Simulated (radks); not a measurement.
All-electron atom: the osmium ion Os+ in [Xe] 4f14 5d6 6s1. Calculated with a radial shooting solver on a logarithmic mesh with Libxc functionals: Dirac Kohn-Sham, PBE, spin-unpolarised, spherical densities, finite nucleus; open shells are shared between the two j in proportion to 2j + 1; Fermi nuclear charge, rms radius 5.4126 fm. Some entries of the table are withheld. Estimate them.

| orbital | occ. | eigenvalue (eV) | r(max) (bohr) | <1/r> (bohr^-1) |
|---|---|---|---|---|
| 1s1/2 | 2 | -73743.45 | 0.01103 | 90.41 |
| 2s1/2 | 2 | -12841.12 | 0.06360 | 22.09 |
| 2p1/2 | 2 | -12297.44 | 0.04710 | 22.06 |
| 2p3/2 | 4 | -10766.30 | 0.05415 | 18.31 |
| 3s1/2 | 2 | -2994.254 | 0.1790 | 8.111 |
| 3p1/2 | 2 | -2750.402 | 0.1674 | 8.027 |
| 3p3/2 | 4 | -2416.506 | 0.1818 | 7.055 |
| 3d3/2 | 4 | -2007.037 | 0.1421 | (1) |
| 3d5/2 | 6 | -1934.708 | 0.1461 | (2) |
| 4s1/2 | 2 | -638.1659 | 0.4053 | (3) |
| 4p1/2 | 2 | -535.7119 | 0.4044 | 3.308 |
| 4p3/2 | 4 | -457.2897 | 0.4344 | 2.970 |
| 4d3/2 | 4 | -288.9543 | 0.4295 | 2.760 |
| 4d5/2 | 6 | -274.4271 | 0.4389 | 2.680 |
| 5s1/2 | 2 | -99.3253 | 0.9148 | 1.348 |
| 5p1/2 | 2 | (4) | 0.9748 | 1.219 |
| 4f5/2 | 6 | -61.4296 | 0.4033 | 2.257 |
| 4f7/2 | 8 | -58.6244 | 0.4081 | 2.225 |
| 5p3/2 | 4 | (5) | 1.057 | 1.098 |
| 5d3/2 | 2.4 | -14.8030 | 1.330 | 0.7655 |
| 5d5/2 | 3.6 | -13.7120 | 1.372 | 0.7356 |
| 6s1/2 | 1 | -13.1379 | 2.399 | 0.4567 |

Answer. 
(1) 3d3/2 <1/r> (bohr^-1): 6.951
(2) 3d5/2 <1/r> (bohr^-1): 6.724
(3) 4s1/2 <1/r> (bohr^-1): 3.417
(4) 5p1/2 eigenvalue (eV): -67.7546
(5) 5p3/2 eigenvalue (eV): -55.5390
